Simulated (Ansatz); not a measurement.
A structure relaxed at PBE0-D4/def2-TZVP, charge 0, multiplicity 1:

```json
{"atom": "C1", "x (Å)": "-1.463", "y (Å)": "-0.002", "z (Å)": "1.938"}
{"atom": "C2", "x (Å)": "-0.437", "y (Å)": "0.071", "z (Å)": "1.309"}
{"atom": "N3", "x (Å)": "0.656", "y (Å)": "0.179", "z (Å)": "0.555"}
{"atom": "Sn4", "x (Å)": "0.533", "y (Å)": "-0.008", "z (Å)": "-1.478"}
{"atom": "H5", "x (Å)": "-2.356", "y (Å)": "-0.054", "z (Å)": "2.511"}
{"atom": "H6", "x (Å)": "1.521", "y (Å)": "-0.056", "z (Å)": "1.017"}
{"atom": "H7", "x (Å)": "-0.430", "y (Å)": "1.289", "z (Å)": "-2.007"}
{"atom": "H8", "x (Å)": "2.151", "y (Å)": "0.097", "z (Å)": "-1.998"}
{"atom": "H9", "x (Å)": "-0.175", "y (Å)": "-1.514", "z (Å)": "-1.848"}
```

Q: Give its formula and SMILES.

A: C2H5NSn, `C#C[NH][SnH3]`.

Q: Summarise the bond lengths by kind.

A: 1 × C–C 1.206 Å; 1 × C–H 1.062 Å; 1 × C–N 1.332 Å; 1 × N–Sn 2.045 Å; 1 × H–N 1.009 Å; 3 × H–Sn 1.699 to 1.705 Å.

Results of the Gaussian-basis code of Ansatz.
